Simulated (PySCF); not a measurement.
**Spinor energies of Co (cobalt, neutral)**

Start: [Ar] 3d8 4s1; 3d3/2 filled at m_j = -1/2, +1/2, +3/2; 3d5/2 filled at m_j = -3/2, -1/2, +1/2, +3/2, +5/2; 4s1/2 filled at m_j = +1/2. Calculated with PySCF 2.14 in x2c-TZVPall-2c (6s7p4d1f, 54 functions): generalised Hartree-Fock with the X2C-1e Hamiltonian and a Gaussian nucleus; one run each with spin-orbit coupling (SO) switched off, then screened by Boettger's factors. This is a chosen level, not necessarily the ground level.

```csv
spinor shell,electrons,"ε, spin-free (eV)","ε, screened SO (eV)",weight of nominal j (screened SO),"rms radius, screened SO (bohr)"
1s1/2,2,-7771.0,-7770.9,1.000,0.0649
2s1/2,2,-958.96,-958.91,1.000,0.276
2p1/2,2,-816.66,-827.17,0.999,0.247
2p3/2,4,-816.66,-811.47,0.999,0.249
3s1/2,2,-119.86,-119.84,1.000,0.836
3p1/2,2,-76.875,-80.287,0.782,0.894
3p3/2,4,-76.875,-75.167,0.891,0.902
3d5/2,5,-11.537,-11.879,0.623,1.30
3d3/2,3,-11.537,-10.968,0.644,1.32
4s1/2,1,-6.473,-6.474,1.000,3.64
```

```tsv
quantity	spin-free	screened SO
E (hartree)	-1391.78070	-1391.80951
M_J	9/2	9/2
⟨J²⟩	24.761	24.761
⟨L²⟩	12.008	12.013
⟨S²⟩	3.753	3.752
```

Each row is a mean over spinors that exchange with the open shell spreads, by up to 9.677 eV (3p3/2).

Rows whose weight is well below 1 are mixtures of j = l ± 1/2: exchange outweighs spin-orbit coupling there, and the label is only the starting occupation.

Without spin-orbit coupling the j labels of p, d and f shells carry no meaning; the spin-free column gives the mean over the occupied spinors of each nl shell.
